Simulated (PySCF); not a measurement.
## Magnetic susceptibility: `C=C(C)/P=P\C=C\C`, C$_{6}$H$_{10}$P$_{2}$

Geometry:
```tsv
atom	x (Å)	y (Å)	z (Å)
C1	-1.355	0.811	-1.775
C2	-1.649	0.503	-0.520
C3	-2.047	-0.869	-0.074
P4	-1.711	1.786	0.796
P5	0.237	2.190	1.249
C6	1.222	1.134	0.142
C7	1.487	-0.147	0.360
C8	2.334	-0.994	-0.525
H9	-1.365	0.070	-2.559
H10	-1.091	1.814	-2.068
H11	-2.055	-1.565	-0.911
H12	-3.040	-0.841	0.375
H13	-1.353	-1.234	0.683
H14	1.666	1.649	-0.703
H15	1.069	-0.645	1.227
H16	3.166	-1.416	0.039
H17	1.748	-1.825	-0.919
H18	2.729	-0.416	-1.357
```

Theory: PySCF 2.14.0, GIAO B3LYP/pcSseg-1 magnetisability, rotational g tensor and spin-rotation constants, non-relativistic, gas phase. Geometry: GFN2-xTB.

(1) How diamagnetic is it, and how anisotropic?

(2) Split it along the inertial axes a, b, c into diamagnetic and paramagnetic parts about the centre of mass, with the quadrupole moment.

(3) And the rotational g tensor?

Answers

(1) Isotropic -1279 × 10⁻³⁰ J/T², or -77.0 × 10⁻⁶ cm³/mol; principal values -1436, -1295, -1105 × 10⁻³⁰ J/T², anisotropy 288 × 10⁻³⁰ J/T² (root of half the summed squared differences of the principal values). The susceptibility is in cgs units.

(2) 
| axis | χ (10⁻⁶ cm³/mol) | diamagnetic (10⁻⁶ cm³/mol) | paramagnetic (10⁻⁶ cm³/mol) | summed x² of all electrons (Å²) | quadrupole Θ (D Å) |
| --- | --- | --- | --- | --- | --- |
| a | -76.6 | -859.7 | 783.2 | 216.5 | -1.54 |
| b | -71.6 | -1145.7 | 1074.1 | 149.1 | -3.16 |
| c | -82.9 | -1551.0 | 1468.1 | 53.6 | +4.70 |

Anisotropies 2χaa − χbb − χcc = +1.4 and 2χbb − χaa − χcc = +16.2 × 10⁻⁶ cm³/mol. Θ is traceless in Buckingham's convention.

(3) 
| axis | rotational constant (GHz) | g | nuclear part | electronic part |
| --- | --- | --- | --- | --- |
| a | 1.6472 | -0.0295 | 0.5765 | -0.6060 |
| b | 1.1962 | -0.0237 | 0.5799 | -0.6036 |
| c | 0.8346 | -0.0139 | 0.5617 | -0.5756 |

Asymmetric top; isotopes 12C, 1H, 31P; no vibrational averaging.
